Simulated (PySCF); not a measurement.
How methods differ on the ionisation energy of Eu⁶²⁺

Eu⁶²⁺ 1s1 (2S) → Eu⁶³⁺ (bare nucleus), as a difference of total energies. All numbers are calculated (PySCF 2.14, scalar relativity by spin-free X2C-1e, in an uncontracted even-tempered set (17 s from 160 bohr⁻², ratio 2.2; 7 p from 240 bohr⁻², ratio 2.4; 4 d from 710 bohr⁻², ratio 2.4; 3 f from 1100 bohr⁻², ratio 2.4; 3 g from 1600 bohr⁻², ratio 2.4)). The calculations carry no spin-orbit coupling.

```
method  ionisation energy (eV)
   UHF                 57193.9
   LDA                 57114.0
   PBE                 57192.2
  PBE0                 57192.6
r2SCAN                 57198.9
  BLYP                 57199.2
 B97-3                 57195.9
```

For one electron Hartree-Fock is exact for this Hamiltonian up to the basis; QED and nuclear recoil make up the gap, and the density functionals add self-interaction.

For comparison: 57120.64 ± 0.05 eV (theoretical estimate listed by NIST; NIST Atomic Spectra Database, ionization energies).
